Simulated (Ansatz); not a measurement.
## Abstraction of Cl: C4H9Cl + CH7Si2 → C4H9 + CH7ClSi2

Species: C4H9Cl (2-chloro-2-methylpropane) `CC(C)(C)Cl`, singlet; CH7Si2 `[SiH2]C[SiH3]`, doublet; C4H9 (tert-butyl radical) `C[C](C)C`, doublet; CH7ClSi2 `[SiH3]C[SiH2]Cl`, singlet. A radical takes Cl: the energy is the difference in strength between the C–Cl bond broken and the Si–Cl bond made.

Shapes, held fixed at every level: PBE0-D4/def2-TZVP. Flexible molecules stand in one conformer, not always the lowest. Programs: Ansatz 0.2.0. The zero-point and thermal change to 298 K, harmonic and unscaled (PBE0-D4/def2-TZVP), is -2.8 kJ/mol.

Question: Estimate ΔH(298 K) of this reaction.

Answer: The highest level, CCSD(T)/CBS estimate, gives ΔH(298 K) = -112.0 kJ/mol; the levels span -143.3 to -91.7. The column of differences is taken from that level and isn't an error. No measured value is set beside it here. Open shells run unrestricted. The CBS estimate extrapolates MP2 from def2-TZVPP and def2-QZVPP and adds CCSD(T) − MP2 in the triple-zeta set, cores frozen.

```
               level                   kind  ΔH(298 K) (kJ/mol)  less CCSD(T)/CBS estimate
        MP2/def2-SVP    perturbation theory               -91.7                      +20.3
      MP2/def2-TZVPP    perturbation theory              -100.0                      +12.0
         HF/def2-SVP           Hartree–Fock              -143.3                      -31.3
    SPW92/def2-TZVPP                    LDA               -99.7                      +12.3
   B2PLYP/def2-TZVPP          double hybrid              -121.8                       -9.8
       CCSD/def2-SVP  coupled cluster or CI              -103.8                       +8.2
CCSD(T)/CBS estimate  coupled cluster or CI              -112.0                        0.0
```
